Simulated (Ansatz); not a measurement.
Cl₂F₂H₂Si₂, SMILES `F[Si](F)(Cl)[SiH2]Cl`, relaxed with RKS PBE0-D4/def2-TZVP in Ansatz from a PBE-D4/def2-SVP geometry. The force threshold is 0.005 eV/Å; the program also tests the step.

The species carries charge 0 and has multiplicity 1.

Start:

```xyz
8

F     1.672    1.193   -1.020
Si    0.107    0.910   -0.679
F    -0.671    0.809   -2.106
Cl   -0.634    2.524    0.358
Si   -0.154   -1.074    0.534
Cl    0.879   -0.825    2.322
H     0.411   -2.240   -0.223
H    -1.610   -1.298    0.815
```

```tsv
step	energy (eV)	largest force (eV/Å)	largest move (Å)
1	-46257.2828	1.301	0.000
2	-46257.3496	1.062	0.037
3	-46257.3712	0.198	0.044
4	-46257.3731	0.046	0.032
5	-46257.3737	0.023	0.009
6	-46257.3737	0.016	0.001
7	-46257.3737	0.006	0.004
8	-46257.3737	0.002	0.006
9	-46257.3738	0.006	0.013
10	-46257.3738	0.004	0.003
```

End:

```xyz
8

F     1.626    1.173   -1.034
Si    0.106    0.911   -0.683
F    -0.673    0.824   -2.061
Cl   -0.593    2.514    0.343
Si   -0.151   -1.070    0.530
Cl    0.838   -0.827    2.311
H     0.437   -2.215   -0.203
H    -1.589   -1.310    0.798
```

Hardware: 4 threads of a server CPU on a shared host. Wall time 34 s, peak host memory 0.78 GiB.
